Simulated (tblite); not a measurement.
Species: C₄H₄ClFO (charge +1 and doublet state).
Cartesian coordinates in Å at the GFN2-xTB level; atoms count from 1:
```
atom  x, y, z in Å
C1    -1.179   -0.700   -0.317
C2    -0.434    0.575   -0.083
F3    -0.983    1.611   -0.704
Cl4   -0.335    1.026    1.754
C5     1.058    0.613   -0.186
C6     1.892   -0.407    0.014
O7     2.624   -1.259    0.160
H8    -2.229   -0.567   -0.060
H9    -0.767   -1.523    0.259
H10   -1.134   -0.943   -1.380
H11    1.495    1.577   -0.444
```

Computed with GFN2-xTB (tblite): harmonic, unscaled wavenumbers at the GFN2-xTB geometry, gas phase. This tight-binding method is rough: wavenumbers can miss measured ones by several per cent, in bad cases by 10 to 20. One conformer, not necessarily the lowest. Open shells enter through the occupations alone, without spin polarisation, and single modes of such species can be off by tens of per cent.

Harmonic wavenumbers (cm⁻¹): 79.7, 124.8, 202.4, 248.7, 262.3, 338.7, 357.6, 411.7, 462.6, 503.2, 574.1, 670.9, 809.7, 971.7, 1019.5, 1036.4, 1154.0, 1218.6, 1346.4, 1383.9, 1412.4, 1428.4, 2284.9, 2975.1, 3014.5, 3042.3, 3072.9.

A = 3065, B = 1557, C = 1326 MHz; mass 121.993 u (most abundant isotopes); point group C1, symmetry number 1; spin multiplicity 2.

Question: Zero-point energy?

Answer: ½Σν̃ = 15204 cm⁻¹ = 181.88 kJ/mol.

Question: Entropy at 298.15 K, 1 bar (ideal gas, RRHO, classical rotation)?

Answer: Translation 168.77, rotation 118.49, vibration 77.71, spin (R ln 2) 5.76: S = 370.7 J/(mol K).

Question: And Cp and H(298.15 K) − H(0)?

Answer: Cp = 121.11 J/(mol K), of which vibrations give 87.85 (their classical limit is 27 R = 224.5); H(298.15 K) − H(0) = 23.11 kJ/mol without the zero-point energy, 13.20 from vibrations.

Question: How do the functions run with temperature in this model?

Answer: 
```json
{"T (K)": "100", "S (J/(mol K))": "273.7", "Cp (J/(mol K))": "62.0", "H − H(0) (kJ/mol)": "4.45", "G − H(0) (kJ/mol)": "-22.92", "ln q(vib)": "0.69"}
{"T (K)": "200", "S (J/(mol K))": "327.6", "Cp (J/(mol K))": "95.8", "H − H(0) (kJ/mol)": "12.43", "G − H(0) (kJ/mol)": "-53.09", "ln q(vib)": "2.28"}
{"T (K)": "300", "S (J/(mol K))": "371.5", "Cp (J/(mol K))": "121.5", "H − H(0) (kJ/mol)": "23.34", "G − H(0) (kJ/mol)": "-88.11", "ln q(vib)": "4.06"}
{"T (K)": "500", "S (J/(mol K))": "443.2", "Cp (J/(mol K))": "159.6", "H − H(0) (kJ/mol)": "51.72", "G − H(0) (kJ/mol)": "-169.86", "ln q(vib)": "7.55"}
{"T (K)": "800", "S (J/(mol K))": "526.3", "Cp (J/(mol K))": "193.6", "H − H(0) (kJ/mol)": "105.18", "G − H(0) (kJ/mol)": "-315.85", "ln q(vib)": "12.29"}
{"T (K)": "1000", "S (J/(mol K))": "571.1", "Cp (J/(mol K))": "208.0", "H − H(0) (kJ/mol)": "145.42", "G − H(0) (kJ/mol)": "-425.70", "ln q(vib)": "15.12"}
```

q(vib) and H(0) count from the zero-point level.

Question: Blend soft modes into free rotors: weight 1/[1 + (100 cm⁻¹/ν̃)⁴] for the oscillator and the rest for a rotor with moment μB/(μ + B), μ = h/(8π²ν), B = 10⁻⁴⁴ kg m². What vibrational entropy results?

Answer: 74.90 J/(mol K) in place of 77.71, which changes −T·S at 298.15 K by +0.84 kJ/mol.

Hindered rotation and anharmonicity are outside this model. Other conformers, if any are populated, would add a mixing term that is left out. The structure is chiral; the term R ln 2 for an equal mix with its mirror image is left out.
